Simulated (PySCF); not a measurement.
B3LYP has the VWN-RPA correlation part, as in Gaussian. 

Z-matrix (Å, degrees):
```
Si
O 1 1.6440
H 2 0.9615 1 118.94
H 1 1.4899 2 108.37 3 4.22
Si 1 2.2124 4 120.24 2 149.08
H 5 1.4893 1 109.81 4 170.50
H 5 1.4921 6 108.19 1 112.26
```
Charge 0, spin multiplicity 1.

Task: Give the dipole moment, total energy, LUMO, HOMO–LUMO gap and HOMO at the level B3LYP-D3(BJ)/def2-TZVP (PySCF 2.14.0).

Result: 
```yaml
dipole_moment: 2.48 D
total_energy: -656.6969 Ha
LUMO: -2.24 eV
HOMO–LUMO gap: 3.58 eV
HOMO: -5.81 eV
```
